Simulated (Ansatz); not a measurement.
Geometry optimisation, Ansatz, RKS PBE-D4/def2-SVP.

input.yaml

```yaml
crystal:
  periodic: [false, false, false]
  atoms:
    - { symbol: Al, position_ang: [0.0, 0.0, 0.0] }
    - { symbol: Cl, position_ang: [0.0, 0.0, 2.23] }
    - { symbol: O, position_ang: [1.5415, 0.0, -0.89] }
    - { symbol: H, position_ang: [1.8414, -0.9519, -1.0449] }
    - { symbol: O, position_ang: [-1.5415, 0.0, -0.89] }
    - { symbol: H, position_ang: [-2.0512, -0.8467, -0.6815] }
basis:
  gaussian: { orbitals: def2-SVP }
hamiltonian:
  xc: pbe
  dispersion: d4
relax:
  f_tol: 0.02
  max_steps: 40
output:
  orbitals: {}
```

Command:

```bash
$ ansatz run input.yaml --threads 1 --pin off --max-ram 2048MiB --backend cpu --events-out ev --progress --plain --runs-dir out
```

Task: Where does it end, and by what steps?

Result: The forces met the threshold. After 9 steps the energy has fallen by 0.572 eV; H4 moved furthest, 0.63 Å.

```tsv
step	energy less start (eV)	largest force component (eV/Å)	accepted
0	0.0000	1.577	yes
1	-0.2098	1.679	yes
2	-0.2345	2.060	yes
3	-0.4254	0.451	yes
4	-0.4596	0.752	yes
5	-0.5325	0.425	yes
6	-0.5682	0.170	yes
7	-0.5714	0.028	yes
8	-0.5715	0.028	yes
9	-0.5717	0.006	yes
```

```xyz
6
Properties=species:S:1:pos:R:3
Al 0.046 -0.244 0.098
Cl -0.153 0.115 2.160
O 1.630 -0.329 -0.528
H 1.791 -0.490 -1.471
O -1.305 -0.446 -0.930
H -2.218 -0.405 -0.605
```

Whether the end is a true minimum wasn't checked by a vibrational analysis.

The run took 19 s on 1 thread of Arm Neoverse V2, with other jobs on the host, peak memory 0.14 GiB.
